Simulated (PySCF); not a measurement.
CH₅FO₂Si₂, SMILES C(=O)O[Si@H]([SiH3])F.

Geometry: B3LYP-D3(BJ)/def2-SVP. The structure was generated by enumeration; whether it is a known compound was not checked. The values are those of a single conformer.

Calculation: PySCF with PBE/def2-TZVP.

Gas-phase values at a fixed geometry.

```
Quantity                                                                                                        Value
---------------------------------------------------------------------------------------------  ----------------------
total energy                                                                                       -870.03846 hartree
highest occupied level                                                                                       -7.05 eV
lowest empty level                                                                                           -1.98 eV
orbital gap                                                                                                   5.08 eV
dipole moment                                                                                                  1.58 D
quadrupole, principal values (traceless, Buckingham form, about the centre of nuclear charge)  -6.46, -0.75, 7.22 D·Å
mean static polarisability                                                                      73.2 bohr³ (10.85 Å³)
polarisability, principal values                                                               58.4, 77.0, 84.4 bohr³
```
